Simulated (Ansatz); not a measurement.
Geometry optimisation, Ansatz, RHF/def2-SVP.

Input:

```yaml
crystal:
  periodic: [false, false, false]
  atoms:
    - { symbol: Ge, position_ang: [-0.448076, 0.122105, -0.482368] }
    - { symbol: Ge, position_ang: [-0.264951, -0.167663, 3.116782] }
    - { symbol: H, position_ang: [-0.933661, -0.588826, 4.435966] }
    - { symbol: H, position_ang: [0.860005, -1.154692, 2.78719] }
    - { symbol: H, position_ang: [0.271069, 1.257758, 3.248587] }
    - { symbol: F, position_ang: [0.909245, 0.693103, 0.401702] }
    - { symbol: F, position_ang: [-0.380968, 0.998186, -1.957831] }
    - { symbol: H, position_ang: [-0.218881, -1.348044, -0.799246] }
    - { symbol: H, position_ang: [-1.708306, 0.506233, 0.301487] }
    - { symbol: H, position_ang: [-1.327675, -0.201559, 1.996731] }
basis:
  gaussian: { orbitals: def2-SVP }
hamiltonian:
  xc: hf
relax:
  f_tol: 0.03
  max_steps: 50
```

Run as:

```bash
$ ansatz run input.yaml --threads 2 --pin off --max-ram 3072MiB --backend cpu --events-out ev --progress --plain --runs-dir out
```

**Question.** Where does it end, and by what steps?

**Answer.** It converged. The force dipped under the threshold on the way, but the program's further checks kept it going. After 13 steps the energy has fallen by 0.345 eV; H9 moved furthest, 1.24 Å.

```tsv
step	energy less start (eV)	largest force component (eV/Å)	accepted
0	0.0000	0.824	yes
1	-0.1931	0.213	yes
2	-0.2890	0.183	yes
3	-0.3197	0.254	yes
4	-0.3326	0.348	yes
5	-0.3387	0.053	yes
6	-0.3389	0.165	yes
7	-0.3419	0.062	yes
8	-0.3430	0.033	yes
9	-0.3437	0.047	yes
10	-0.3441	0.065	yes
11	-0.3443	0.039	yes
12	-0.3446	0.013	yes
13	-0.3447	0.030	yes
```

```xyz
10
Properties=species:S:1:pos:R:3
Ge -0.582 0.234 -1.004
Ge -0.153 -0.258 3.602
H -0.503 -0.671 5.039
H 1.115 -0.993 3.161
H 0.054 1.258 3.549
F 0.396 0.550 0.372
F 0.273 0.936 -2.311
H -0.628 -1.266 -1.214
H -1.890 0.981 -0.834
H -1.325 -0.653 2.690
```

Whether the end is a true minimum wasn't checked by a vibrational analysis.

Time of the run: 30 s on 2 threads of Arm Neoverse V2, on a shared host, peak memory 0.31 GiB.
